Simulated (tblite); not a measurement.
Compound: C6H7F2O (doublet state).
Z-matrix (Å and degrees, GFN2-xTB geometry), rows numbered from 1:
```
C 
C   1  1.2996
C   2  1.5161  1  124.98
O   2  1.3794  1  125.18  3   179.63
C   4  1.3485  2  117.23  1     1.01
C   5  1.3309  4  121.66  2   178.96
F   6  1.3565  5  118.17  4   179.05
C   6  1.4947  5  126.82  4    -1.36
F   8  1.3801  6  111.29  5   -81.89
H   1  1.0603  2  138.49  3     0.80
H   3  1.0875  2  108.76  1  -123.67
H   3  1.0847  2  110.57  1    -3.01
H   3  1.0879  2  108.96  1   117.73
H   5  1.0856  4  116.51  2    -1.34
H   8  1.0943  6  110.55  5    35.97
H   8  1.0943  6  110.45  5   159.71
```

Calculated harmonic vibrations of the isolated species, GFN2-xTB (tblite), most abundant isotopes, no scaling. This tight-binding method is rough: wavenumbers can miss measured ones by several per cent, in bad cases by 10 to 20. One conformer, not necessarily the lowest. Open shells enter through the occupations alone, without spin polarisation, and single modes of such species can be off by tens of per cent.

Harmonic wavenumbers (cm⁻¹): 35.9, 38.6, 90.0, 105.5, 110.3, 200.9, 252.1, 306.0, 320.7, 383.3, 433.7, 481.3, 516.1, 580.4, 635.5, 698.3, 843.1, 875.5, 912.3, 955.7, 987.6, 996.1, 1003.7, 1123.4, 1156.2, 1191.6, 1226.9, 1264.0, 1312.7, 1357.7, 1404.9, 1451.0, 1452.0, 1697.2, 1728.5, 2954.9, 2965.5, 3017.0, 3025.6, 3032.5, 3072.2, 3250.7.

A = 2832, B = 857.5, C = 689.4 MHz; mass 133.046 u (most abundant isotopes); point group C1, symmetry number 1; spin multiplicity 2.

Problem. What is the zero-point energy?

Solution. ½Σν̃ = 24724 cm⁻¹ = 70.69 kcal/mol.

Problem. Entropy at 500 K, 1 bar (ideal gas, RRHO, classical rotation)?

Solution. Translation 43.16, rotation 31.18, vibration 52.31, spin (R ln 2) 1.38: S = 128.0 cal/(mol K).

Problem. And Cp and H(500 K) − H(0)?

Solution. Cp = 52.58 cal/(mol K), of which vibrations give 44.63 (their classical limit is 42 R = 83.5); H(500 K) − H(0) = 16.42 kcal/mol without the zero-point energy, 12.44 from vibrations.

Problem. Blend soft modes into free rotors: weight 1/[1 + (100 cm⁻¹/ν̃)⁴] for the oscillator and the rest for a rotor with moment μB/(μ + B), μ = h/(8π²ν), B = 10⁻⁴⁴ kg m². What vibrational entropy results?

Solution. 46.61 cal/(mol K) in place of 52.31, which changes −T·S at 500 K by +2.85 kcal/mol.

Problem. Which modes carry the vibrational entropy at 500 K?

Solution. 35.9 cm⁻¹: 6.50; 38.6 cm⁻¹: 6.36; 90.0 cm⁻¹: 4.68; 105.5 cm⁻¹: 4.36; 110.3 cm⁻¹: 4.28; 200.9 cm⁻¹: 3.10 cal/(mol K); the other 36 give 23.03 together.

Problem. How do the functions run with temperature in this model?

Solution. 
| T (K) | S (cal/(mol K)) | Cp (cal/(mol K)) | H − H(0) (kcal/mol) | G − H(0) (kcal/mol) | ln q(vib) |
| --- | --- | --- | --- | --- | --- |
| 100 | 74.7 | 20.1 | 1.44 | -6.03 | 2.67 |
| 200 | 91.5 | 29.3 | 3.92 | -14.38 | 5.75 |
| 300 | 105.0 | 37.9 | 7.28 | -24.23 | 8.57 |
| 800 | 156.0 | 66.1 | 34.42 | -90.37 | 20.86 |
| 1000 | 171.4 | 71.8 | 48.24 | -123.15 | 25.09 |

q(vib) and H(0) count from the zero-point level.

Hindered rotation and anharmonicity are outside this model. Other conformers, if any are populated, would add a mixing term that is left out. The structure is chiral; the term R ln 2 for an equal mix with its mirror image is left out.
